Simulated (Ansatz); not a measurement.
Nudged elastic band run: CH$_{6}$N$_{2}$Si

input.yaml

```yaml
crystal:
  periodic: [false, false, false]
  atoms:
    - { symbol: C, position_ang: [-1.167496, 0.223939, -1.324855] }
    - { symbol: Si, position_ang: [-0.043955, 0.00849, -0.049964] }
    - { symbol: "N", position_ang: [0.68145, -1.479303, 0.43207] }
    - { symbol: "N", position_ang: [0.571192, 1.238769, 0.989593] }
    - { symbol: H, position_ang: [-1.701592, -0.626741, -1.773192] }
    - { symbol: H, position_ang: [-1.390628, 1.219783, -1.735264] }
    - { symbol: H, position_ang: [0.748055, -1.733326, 1.420008] }
    - { symbol: H, position_ang: [0.606166, -2.300308, -0.170606] }
    - { symbol: H, position_ang: [1.568948, 1.290199, 1.206304] }
    - { symbol: H, position_ang: [0.127848, 2.1585, 1.005905] }
basis:
  gaussian: { orbitals: def2-SVP }
hamiltonian:
  xc: pbe
neb:
  order_check: false
  images: 7
  f_tol: 0.03
  max_iterations: 60
  spring: 0.1
  final_atoms:
    - { symbol: C, position_ang: [-1.16793564, 0.22459628, -1.32596653] }
    - { symbol: Si, position_ang: [-0.04454172, 0.00877437, -0.05109117] }
    - { symbol: "N", position_ang: [0.68122774, -1.47864232, 0.43180089] }
    - { symbol: "N", position_ang: [0.57062862, 1.2380247, 0.98966125] }
    - { symbol: H, position_ang: [-1.70223076, -0.62650218, -1.77373619] }
    - { symbol: H, position_ang: [-1.3907982, 1.22051721, -1.73687509] }
    - { symbol: H, position_ang: [0.74846463, -1.72952426, 1.42061323] }
    - { symbol: H, position_ang: [0.60613501, -2.30125348, -0.16859194] }
    - { symbol: H, position_ang: [0.13107021, 2.15963405, 1.00491897] }
    - { symbol: H, position_ang: [1.56796812, 1.28437761, 1.20926558] }
  initial_path:
    images:
      - { positions_ang: [[-1.167496, 0.223939, -1.324855], [-0.043955, 0.00849, -0.049964], [0.68145, -1.479303, 0.43207], [0.571192, 1.238769, 0.989593], [-1.701592, -0.626741, -1.773192], [-1.390628, 1.219783, -1.735264], [0.748055, -1.733326, 1.420008], [0.606166, -2.300308, -0.170606], [1.568948, 1.290199, 1.206304], [0.127848, 2.1585, 1.005905]] }
      - { positions_ang: [[-1.13764418, 0.22867576, -1.35825589], [-0.03022568, 0.00558408, -0.05831885], [0.67535459, -1.48291193, 0.44390938], [0.62074542, 1.21925937, 0.97460082], [-1.68602296, -0.60970469, -1.79557559], [-1.37135955, 1.22179191, -1.75054889], [0.75275897, -1.7077587, 1.43312723], [0.5356573, -2.30901909, -0.11782954], [1.47176311, 1.461702, 1.02991635], [0.16896098, 1.97238328, 1.19897397]] }
      - { positions_ang: [[-1.10779236, 0.23341252, -1.39165678], [-0.01649636, 0.00267815, -0.0666737], [0.66925918, -1.48652087, 0.45574876], [0.67029883, 1.19974974, 0.95960865], [-1.67045392, -0.59266837, -1.81795917], [-1.3520911, 1.22380082, -1.76583378], [0.75746294, -1.6821914, 1.44624646], [0.4651486, -2.31773018, -0.06505308], [1.37457821, 1.63320501, 0.85352869], [0.21007397, 1.78626657, 1.39204294]] }
      - { positions_ang: [[-1.07794054, 0.23814928, -1.42505767], [-0.00276704, -0.00022777, -0.07502855], [0.66316377, -1.4901298, 0.46758814], [0.71985225, 1.18024011, 0.94461647], [-1.65488488, -0.57563206, -1.84034276], [-1.33282265, 1.22580974, -1.78111868], [0.76216691, -1.6566241, 1.45936569], [0.3946399, -2.32644126, -0.01227661], [1.27739332, 1.80470801, 0.67714104], [0.25118695, 1.60014985, 1.58511192]] }
      - { positions_ang: [[-1.04808872, 0.24288604, -1.45845856], [0.01096228, -0.00313369, -0.0833834], [0.65706836, -1.49373874, 0.47942752], [0.76940567, 1.16073048, 0.9296243], [-1.63931585, -0.55859574, -1.86272634], [-1.3135542, 1.22781865, -1.79640357], [0.76687088, -1.63105681, 1.47248492], [0.3241312, -2.33515235, 0.04049985], [1.18020843, 1.97621101, 0.50075339], [0.29229993, 1.41403314, 1.77818089]] }
      - { positions_ang: [[-1.07805045, 0.2383136, -1.42533555], [-0.00291372, -0.00015667, -0.07531034], [0.66310821, -1.48996463, 0.46752086], [0.7197114, 1.18005404, 0.94463354], [-1.65504457, -0.57557235, -1.8404788], [-1.3328652, 1.22599329, -1.78152145], [0.76226932, -1.65567367, 1.459517], [0.39463216, -2.32667763, -0.0117731], [0.91792387, 2.02206677, 0.62679479], [0.61121698, 1.38161926, 1.63595206]] }
      - { positions_ang: [[-1.10801218, 0.23374116, -1.39221254], [-0.01678972, 0.00282034, -0.06723729], [0.66914805, -1.48619053, 0.45561421], [0.67001714, 1.19937759, 0.95964277], [-1.6707733, -0.59254896, -1.81823127], [-1.3521762, 1.22416793, -1.76663933], [0.75766776, -1.68029053, 1.44654907], [0.46513311, -2.31820291, -0.06404605], [0.65563932, 2.06792253, 0.75283618], [0.93013402, 1.34920538, 1.49372324]] }
      - { positions_ang: [[-1.13797391, 0.22916872, -1.35908954], [-0.03066572, 0.00579736, -0.05916423], [0.6751879, -1.48241642, 0.44370755], [0.62032288, 1.21870115, 0.97465201], [-1.68650203, -0.60952557, -1.79598373], [-1.3714872, 1.22234257, -1.75175721], [0.75306619, -1.70490739, 1.43358115], [0.53563406, -2.30972819, -0.116319], [0.39335477, 2.11377829, 0.87887758], [1.24905107, 1.31679149, 1.35149441]] }
      - { positions_ang: [[-1.16793564, 0.22459628, -1.32596653], [-0.04454172, 0.00877437, -0.05109117], [0.68122774, -1.47864232, 0.43180089], [0.57062862, 1.2380247, 0.98966125], [-1.70223076, -0.62650218, -1.77373619], [-1.3907982, 1.22051721, -1.73687509], [0.74846463, -1.72952426, 1.42061323], [0.60613501, -2.30125348, -0.16859194], [0.13107021, 2.15963405, 1.00491897], [1.56796812, 1.28437761, 1.20926558]] }
```

Launched with:

```bash
$ ansatz run input.yaml --threads 1 --pin off --max-ram 2048MiB --backend cpu --events-out ev --progress --plain --runs-dir out
```

Output, in part (warnings, iteration lines, the closing report on the highest movable image, with atoms numbered from 0):

```
NEB end point (image 0): max|allowed force component| = 6.924e-3 eV/Å (the criterion of neb.relax_end_points is 1.000e-2)
NEB end point (image 8): max|allowed force component| = 4.138e-3 eV/Å (the criterion of neb.relax_end_points is 1.000e-2)
NEB iter   1: max|band force component| = 7.237e1 eV/Å  barrier→ = 11.5491 eV  barrier← = 11.5491 eV  Δτ_max = 0.1980 Å  (243 SCF iters)
NEB iter   2: max|band force component| = 1.119e1 eV/Å  barrier→ = 1.3614 eV  barrier← = 1.3614 eV  Δτ_max = 0.1672 Å  (233 SCF iters)
NEB iter   3: max|band force component| = 7.103e0 eV/Å  barrier→ = 0.7413 eV  barrier← = 0.7413 eV  Δτ_max = 0.1993 Å  (203 SCF iters)
NEB iter   4: max|band force component| = 2.123e0 eV/Å  barrier→ = 0.2096 eV  barrier← = 0.2096 eV  Δτ_max = 0.1245 Å  (206 SCF iters)
NEB iter   5: max|band force component| = 9.079e-1 eV/Å  barrier→ = 0.1286 eV  barrier← = 0.1286 eV  Δτ_max = 0.1798 Å  (206 SCF iters)
NEB iter   6: max|band force component| = 2.511e-1 eV/Å  barrier→ = 0.1189 eV  barrier← = 0.1189 eV  CI = image 3  Δτ_max = 0.1532 Å  (202 SCF iters)
NEB iter   7: max|band force component| = 3.275e-1 eV/Å  barrier→ = 0.1183 eV  barrier← = 0.1183 eV  CI = image 3  Δτ_max = 0.0753 Å  (205 SCF iters)
NEB iter   8: max|band force component| = 3.290e-1 eV/Å  barrier→ = 0.1164 eV  barrier← = 0.1164 eV  CI = image 3  Δτ_max = 0.0379 Å  (206 SCF iters)
NEB iter   9: max|band force component| = 1.328e-1 eV/Å  barrier→ = 0.1152 eV  barrier← = 0.1152 eV  CI = image 3  Δτ_max = 0.0767 Å  (208 SCF iters)
NEB iter  10: max|band force component| = 9.605e-2 eV/Å  barrier→ = 0.1150 eV  barrier← = 0.1150 eV  CI = image 3  Δτ_max = 0.0416 Å  (208 SCF iters)
NEB iter  11: max|band force component| = 6.888e-2 eV/Å  barrier→ = 0.1148 eV  barrier← = 0.1148 eV  CI = image 3  Δτ_max = 0.0633 Å  (205 SCF iters)
NEB iter  12: max|band force component| = 6.486e-2 eV/Å  barrier→ = 0.1144 eV  barrier← = 0.1144 eV  CI = image 3  Δτ_max = 0.0749 Å  (207 SCF iters)
NEB iter  13: max|band force component| = 1.107e-1 eV/Å  barrier→ = 0.1142 eV  barrier← = 0.1142 eV  CI = image 3  Δτ_max = 0.0105 Å  (201 SCF iters)
NEB iter  14: max|band force component| = 2.400e-2 eV/Å  barrier→ = 0.1142 eV  barrier← = 0.1142 eV  CI = image 3  Δτ_max = 0.0000 Å  (381 SCF iters)
Total energy: -11977.54025500 eV, -440.1664857030 hartree
Atom 0 at    -1.064131     0.255734    -1.372383 Å, force    -0.000912     0.001075    -0.000417 eV/Å
Atom 1 at    -0.025941    -0.022416    -0.036166 Å, force     0.000680    -0.001528     0.002990 eV/Å
Atom 2 at     0.483398    -1.566234     0.513551 Å, force     0.001669     0.000451     0.000599 eV/Å
Atom 3 at     0.706709     1.168699     1.014447 Å, force    -0.002953     0.003148    -0.002326 eV/Å
Atom 4 at    -1.488040    -0.552134    -1.988121 Å, force     0.000488    -0.000005    -0.000397 eV/Å
Atom 5 at    -1.338551     1.283585    -1.652640 Å, force     0.000269    -0.000629    -0.000240 eV/Å
Atom 6 at     1.104608    -1.656986     1.316711 Å, force    -0.000825    -0.000505    -0.001546 eV/Å
Atom 7 at     0.213094    -2.452225     0.087994 Å, force    -0.000426     0.000976     0.000395 eV/Å
Atom 8 at     1.362141     1.810068     0.555635 Å, force    -0.000233    -0.001569     0.001197 eV/Å
Atom 9 at     0.046700     1.731912     1.560969 Å, force     0.002242    -0.001413    -0.000255 eV/Å
Dipole moment:     0.262159    -0.036786     0.338487 e Å
```

It converged. The profile has 2 maxima (images 3, 7) with wells between them (image 5): this band takes more than one step, which may be the mechanism or a detour left from its start path. Another band between the same ends (7 images) ends at a top of the same energy, where a vibrational analysis finds 1 clearly imaginary mode.

Final band (atoms are numbered from 1 in the order of the input):

```
image  path coordinate (Å)  energy (eV)  dihedral N3–Si2–N4–H10 (°)
    0                 0.00        0.000                        -167
    1                 0.47        0.031                        -153
    2                 0.93        0.087                        -137
    3                 1.40        0.114                        -117
    4                 2.09        0.060                         -82
    5                 2.77        0.000                         -45
    6                 3.46        0.067                         -24
    7                 4.14        0.068                          18
    8                 4.81        0.000                          45
```

Time of the run: 4.3 min on 1 thread of Arm Neoverse V1 (shared host), peak memory 0.12 GiB.
